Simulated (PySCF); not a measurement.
Ligand exchange on a metal centre used in film growth or etching (Zn Cl-CH3). Isolated molecules, 0 K electronic values unless said otherwise. One relaxed conformer stands for each flexible species; it need not be the lowest.

The LUMO from two functionals at the same geometries (TPSS-D3(BJ)/def2-SVP), both in PySCF: PBE-D3(BJ)/def2-TZVP and TPSSh-D3(BJ)/def2-TZVP. 

| species | PBE-D3(BJ)/def2-TZVP (eV) | TPSSh-D3(BJ)/def2-TZVP (eV) |
|---|---|---|
| 0 of 2 Cl replaced by CH3 ([Zn(Cl)2]) | -2.71 | -2.16 |
| 1 of 2 Cl replaced by CH3 ([Zn(Cl)(CH3)]) | -1.38 | -0.88 |
| 2 of 2 Cl replaced by CH3 ([Zn(CH3)2]) | -0.55 | -0.10 |

Over these rows, drawn at random from the members with no instability flagged (it was tested for open shells, ions and some series alone), PBE minus TPSSh-D3(BJ): mean -0.50 eV, from -0.54 eV to -0.44 eV.
